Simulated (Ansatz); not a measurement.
Geometry optimisation, RKS B3LYP-D4/cc-pVDZ (Ansatz).

Input file:

```yaml
crystal:
  periodic: [false, false, false]
  atoms:
    - { symbol: C, position_ang: [1.0627, -2.1474, -0.6227] }
    - { symbol: "N", position_ang: [1.1789, -0.9239, -0.1563] }
    - { symbol: C, position_ang: [0.3649, -0.6807, 1.0379] }
    - { symbol: "N", position_ang: [-0.9333, -0.4957, 0.71] }
    - { symbol: C, position_ang: [-1.3961, 0.5477, 0.0756] }
    - { symbol: Si, position_ang: [-0.4364, 2.0582, -0.5168] }
    - { symbol: H, position_ang: [1.5814, -2.4022, -1.5414] }
    - { symbol: H, position_ang: [0.3809, -2.8394, -0.1948] }
    - { symbol: H, position_ang: [0.4969, -1.5039, 1.7958] }
    - { symbol: H, position_ang: [0.7979, 0.1865, 1.6143] }
    - { symbol: H, position_ang: [-2.4832, 0.6328, -0.1143] }
    - { symbol: H, position_ang: [0.1424, 1.8429, -1.862] }
    - { symbol: H, position_ang: [-1.3961, 3.2422, -0.6333] }
    - { symbol: H, position_ang: [0.6261, 2.4536, 0.4367] }
basis:
  gaussian: { orbitals: cc-pVDZ }
hamiltonian:
  xc: b3lyp
  dispersion: d4
relax:
  f_tol: 0.015
  max_steps: 40
```

Run as:

```bash
$ ansatz run input.yaml --threads 2 --pin off --max-ram 3072MiB --backend cpu --events-out ev --progress --plain --runs-dir out
```

Task: Where does it end, and by what steps?

Result: The forces met the threshold. After 22 steps the energy has fallen by 0.745 eV; H7 moved furthest, 1.15 Å.

```
step  energy less start (eV)  largest force component (eV/Å)  accepted
   0                  0.0000                           5.112       yes
   1                 -0.2893                           2.166       yes
   2                 -0.4335                           1.197       yes
   3                 -0.3972                           1.769        no
   4                 -0.5176                           0.281       yes
   5                 -0.5412                           0.203       yes
   6                 -0.5753                           0.402       yes
   7                 -0.6036                           1.065       yes
   8                 -0.6296                           0.493       yes
   9                 -0.6506                           0.427       yes
  10                 -0.6842                           0.607       yes
  11                 -0.7067                           0.266       yes
  12                 -0.7175                           0.283       yes
  13                 -0.7312                           0.167       yes
  14                 -0.7353                           0.154       yes
  15                 -0.7368                           0.114       yes
  16                 -0.7417                           0.104       yes
  17                 -0.7436                           0.078       yes
  18                 -0.7446                           0.049       yes
  19                 -0.7449                           0.029       yes
  20                 -0.7449                           0.038       yes
  21                 -0.7449                           0.051        no
  22                 -0.7450                           0.007       yes
```

```xyz
14
Properties=species:S:1:pos:R:3
C 1.395 -1.567 -0.599
N 0.758 -0.633 -0.028
C -0.059 -0.945 1.133
N -1.285 -0.178 1.223
C -1.454 0.850 0.483
Si -0.308 1.705 -0.812
H 2.005 -1.340 -1.484
H 1.369 -2.619 -0.255
H -0.321 -2.020 1.183
H 0.528 -0.718 2.043
H -2.418 1.365 0.647
H -0.130 0.953 -2.090
H -1.085 2.949 -1.167
H 0.994 2.169 -0.248
```

Whether the end is a true minimum wasn't checked by a vibrational analysis.

Run time: 78 s on 2 threads of Intel(R) Xeon(R) 6975P-C (Granite Rapids), on a shared host, peak memory 0.34 GiB.
